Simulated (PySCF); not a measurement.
Species: cyclooctatetraene, C8H8.
Structure used (PBE0-D3(BJ)/def2-SVP), in Å, numbered top down from 1:
```xyz
16
C8H8 angstrom
C     -1.324   -0.843    0.266
C     -0.318   -1.710    0.072
C      0.853   -1.532   -0.796
C      1.733   -0.519   -0.776
C      1.725    0.642    0.122
C      0.720    1.510    0.315
C     -0.600    1.495   -0.327
C     -1.481    0.482   -0.347
H     -2.165   -1.175    0.887
H     -0.403   -2.695    0.548
H      1.058   -2.365   -1.481
H      2.600   -0.589   -1.445
H      2.677    0.852    0.627
H      0.914    2.373    0.964
H     -0.918    2.448   -0.769
H     -2.461    0.674   -0.803
```

Definitions: NICS(0) = −σiso at the ring centroid; NICS(1) = −σiso and NICS(1)zz = −σzz at ±1 Å along the ring normal z. Level: GIAO PBE0/pcSseg-1 (PySCF, non-relativistic, gas phase) on the PBE0-D3(BJ)/def2-SVP geometry, one conformer.

Ring bond lengths (Å), with Mayer bond orders in brackets: C1–C2 1.342 (1.90), C2–C3 1.468 (1.05), C3–C4 1.342 (1.90), C4–C5 1.468 (1.05), C5–C6 1.342 (1.90), C6–C7 1.468 (1.05), C7–C8 1.342 (1.90), C8–C1 1.468 (1.05).

Question: Give the NICS values of each ring in ppm.

Answer: 
```json
{"ring": "C1–C2–C3–C4–C5–C6–C7–C8", "type": "8-membered carbocycle; formal bonds 4 double, 4 single", "NICS(0)": "4.1", "NICS(1), two faces": "0.2 / 0.2", "NICS(1)zz, two faces": "10.5 / 10.5", "rms pucker (Å)": "0.38", "centre to ring atoms, mean (Å)": "1.74"}
```

Question: What do they say, and how far can they be read as aromaticity?

Answer: 
- C1–C2–C3–C4–C5–C6–C7–C8: mean NICS(1)zz 10.5 ppm, deshielded. The ring is puckered (0.38 Å rms).

Question: And the bond-length index? Use HOMA with the parameters of Krygowski (1993).

Answer: 
- C1–C2–C3–C4–C5–C6–C7–C8: HOMA -0.10 = 1 − EN − GEO, with mean bond length 1.405 Å, EN = α(Ropt − mean)² = 0.076 and GEO = α × variance = 1.023.

Question: What is the mean of the two in-plane components of NICS at the second NICS(1) probe listed for ring C1–C2–C3–C4–C5–C6–C7–C8, 1 Å off the ring?

Answer: The isotropic value is a third of the trace: (3 × 0.2 − (10.5))/2 = -5.0 ppm.

Question: List the ring angles and the Hirshfeld charges of the ring atoms.

Answer: 
- C1–C2–C3–C4–C5–C6–C7–C8: C1 127.1° (-0.046 e), C2 127.2° (-0.046 e), C3 127.3° (-0.047 e), C4 127.1° (-0.046 e), C5 127.1° (-0.046 e), C6 127.2° (-0.046 e), C7 127.2° (-0.046 e), C8 127.2° (-0.046 e); sum 1017.3° against 1080° for a flat convex ring.

Question: How do the values depend on the level or the medium?

Answer: 
```
                       level  NICS(0), C1–C2–C3–C4–C5–C6–C7–C8  mean NICS(1)zz, C1–C2–C3–C4–C5–C6–C7–C8
          PBE0/pcSseg-1, gas                               4.1                                     10.5
PBE0/pcSseg-1, IEF-PCM water                               4.0                                     10.0
```

The geometry is the same throughout; the continuum's cavity takes Bondi-type radii × 1.2.

Hardware: an AMD EPYC 9R45 with one thread, shared host with 96 logical CPUs at a one-minute load of 44. Cost: 12 s of wall time, 1.2 GiB resident at most. This is the whole shielding run at PBE0/pcSseg-1, SCF included.
